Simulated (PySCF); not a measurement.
C11H12.
Cartesian coordinates in Å at the PBE0-D3(BJ)/def2-SVP level; atoms count from 1:
```xyz
23
C11H12 angstrom
C      4.3571   -0.7963   -0.2796
C      3.3941   -0.3313    0.5258
C      1.9619   -0.2165    0.2305
C      1.0861    0.2283    1.2323
C     -0.2795    0.3493    1.0037
C     -0.8331    0.0311   -0.2430
C     -2.2862    0.1426   -0.5258
C     -3.3139   -0.2090    0.5216
C     -3.1317    1.2142    0.1147
C      0.0412   -0.4098   -1.2467
C      1.4052   -0.5310   -1.0189
H      4.1516   -1.1572   -1.2911
H      5.3967   -0.8333    0.0531
H      3.6803    0.0055    1.5289
H      1.4909    0.4840    2.2154
H     -0.9218    0.6994    1.8162
H     -2.5509   -0.1179   -1.5546
H     -4.2134   -0.7379    0.1959
H     -2.9375   -0.5232    1.4992
H     -3.9025    1.6879   -0.4985
H     -2.6310    1.8948    0.8090
H     -0.3633   -0.6616   -2.2307
H      2.0503   -0.8735   -1.8308
```

The calculation used PBE0-D3(BJ)/def2-SVP geometry optimisation, gas phase in PySCF 2.14.0.

Masses are those of the commonest isotopes; rigid-rotor values at the optimised geometry. The values belong to one conformer with, in the numbering `[CH2:1]=[CH:2][c:3]1[cH:4][cH:5][c:6]([CH:7]2[CH2:8][CH2:9]2)[cH:10][cH:11]1`, C1–C2–C3–C4 176°, C5–C6–C7–C8 -37°.

**Question.** What are A, B and C (cm⁻¹)?

**Answer.** Ia = 128.12, Ib = 927.67, Ic = 1015.94 u·Å²; 505379 MHz·u·Å²/I gives 3945, 544.8 and 497.5 MHz, that is A = 0.13158, B = 0.01817, C = 0.01659 cm⁻¹.

**Question.** Classify the top.

**Answer.** A near-prolate asymmetric top; Ray's κ = -0.973.

**Question.** What does the inertial defect say?

**Answer.** Not planar: Δ = Ic − Ia − Ib = -39.85 u·Å². For a rigid frame Δ = −2 Σ m c², so Σ m c² = 19.93 u·Å² lies off the ab plane: 6.51 from hydrogen and 13.41 from heavier atoms. The atom farthest from that plane is 1.32 Å away.

**Question.** List the rotational levels J(Ka,Kc) to J = 4 (K).

**Answer.** Above 0(0,0), as E/k:
J = 1: 1(0,1) 0.050, 1(1,1) 0.213, 1(1,0) 0.215
J = 2: 2(0,2) 0.150, 2(1,2) 0.311, 2(1,1) 0.318, 2(2,1) 0.807, 2(2,0) 0.807
J = 3: 3(0,3) 0.300, 3(1,3) 0.458, 3(1,2) 0.471, 3(2,2) 0.957, 3(2,1) 0.957, 3(3,1) 1.779, 3(3,0) 1.779
J = 4: 4(0,4) 0.500, 4(1,4) 0.653, 4(1,3) 0.676, 4(2,3) 1.157, 4(2,2) 1.158, 4(3,2) 1.979, 4(3,1) 1.979, 4(4,1) 3.129, 4(4,0) 3.129
Those of J = 1 are B + C, A + C and A + B.

**Question.** Which lines would a microwave search look for?

**Answer.** The dipole components are |μa| = 0.87 D, |μb| = 0.08 D, |μc| = 0.01 D. The squared components, which scale the intensities, stand as 1.00 : 0.01 : 0.00 (a : b : c). Some lines, for components of 0.1 D or more:

```json
{"type": "a", "branch": "Q", "J(Ka,Kc)": "5(1,4) ← 5(1,5)", "MHz": "710", "lower level (cm⁻¹)": "0.624"}
{"type": "a", "branch": "R", "J(Ka,Kc)": "1(0,1) ← 0(0,0)", "MHz": "1042", "lower level (cm⁻¹)": "0.000"}
{"type": "a", "branch": "R", "J(Ka,Kc)": "2(1,2) ← 1(1,1)", "MHz": "2037", "lower level (cm⁻¹)": "0.148"}
{"type": "a", "branch": "R", "J(Ka,Kc)": "2(0,2) ← 1(0,1)", "MHz": "2084", "lower level (cm⁻¹)": "0.035"}
{"type": "a", "branch": "R", "J(Ka,Kc)": "2(1,1) ← 1(1,0)", "MHz": "2132", "lower level (cm⁻¹)": "0.150"}
{"type": "a", "branch": "R", "J(Ka,Kc)": "3(1,3) ← 2(1,2)", "MHz": "3055", "lower level (cm⁻¹)": "0.216"}
{"type": "a", "branch": "R", "J(Ka,Kc)": "3(0,3) ← 2(0,2)", "MHz": "3125", "lower level (cm⁻¹)": "0.104"}
{"type": "a", "branch": "R", "J(Ka,Kc)": "3(2,2) ← 2(2,1)", "MHz": "3127", "lower level (cm⁻¹)": "0.561"}
{"type": "a", "branch": "R", "J(Ka,Kc)": "3(2,1) ← 2(2,0)", "MHz": "3129", "lower level (cm⁻¹)": "0.561"}
{"type": "a", "branch": "R", "J(Ka,Kc)": "3(1,2) ← 2(1,1)", "MHz": "3197", "lower level (cm⁻¹)": "0.221"}
{"type": "a", "branch": "R", "J(Ka,Kc)": "4(1,4) ← 3(1,3)", "MHz": "4073", "lower level (cm⁻¹)": "0.318"}
{"type": "a", "branch": "R", "J(Ka,Kc)": "4(0,4) ← 3(0,3)", "MHz": "4164", "lower level (cm⁻¹)": "0.209"}
{"type": "a", "branch": "R", "J(Ka,Kc)": "4(2,3) ← 3(2,2)", "MHz": "4169", "lower level (cm⁻¹)": "0.665"}
{"type": "a", "branch": "R", "J(Ka,Kc)": "4(3,2) ← 3(3,1)", "MHz": "4170", "lower level (cm⁻¹)": "1.236"}
{"type": "a", "branch": "R", "J(Ka,Kc)": "4(3,1) ← 3(3,0)", "MHz": "4170", "lower level (cm⁻¹)": "1.236"}
{"type": "a", "branch": "R", "J(Ka,Kc)": "4(2,2) ← 3(2,1)", "MHz": "4173", "lower level (cm⁻¹)": "0.665"}
{"type": "a", "branch": "R", "J(Ka,Kc)": "4(1,3) ← 3(1,2)", "MHz": "4263", "lower level (cm⁻¹)": "0.328"}
{"type": "a", "branch": "R", "J(Ka,Kc)": "5(1,5) ← 4(1,4)", "MHz": "5091", "lower level (cm⁻¹)": "0.454"}
{"type": "a", "branch": "R", "J(Ka,Kc)": "5(0,5) ← 4(0,4)", "MHz": "5201", "lower level (cm⁻¹)": "0.347"}
{"type": "a", "branch": "R", "J(Ka,Kc)": "5(2,4) ← 4(2,3)", "MHz": "5210", "lower level (cm⁻¹)": "0.804"}
{"type": "a", "branch": "R", "J(Ka,Kc)": "5(4,1) ← 4(4,0)", "MHz": "5212", "lower level (cm⁻¹)": "2.175"}
{"type": "a", "branch": "R", "J(Ka,Kc)": "5(3,3) ← 4(3,2)", "MHz": "5213", "lower level (cm⁻¹)": "1.375"}
{"type": "a", "branch": "R", "J(Ka,Kc)": "5(3,2) ← 4(3,1)", "MHz": "5213", "lower level (cm⁻¹)": "1.375"}
{"type": "a", "branch": "R", "J(Ka,Kc)": "5(2,3) ← 4(2,2)", "MHz": "5220", "lower level (cm⁻¹)": "0.805"}
{"type": "a", "branch": "R", "J(Ka,Kc)": "5(1,4) ← 4(1,3)", "MHz": "5327", "lower level (cm⁻¹)": "0.470"}
```

No frequency check. Constants of a rigid frame at the computed geometry: no zero-point averaging, no centrifugal distortion.
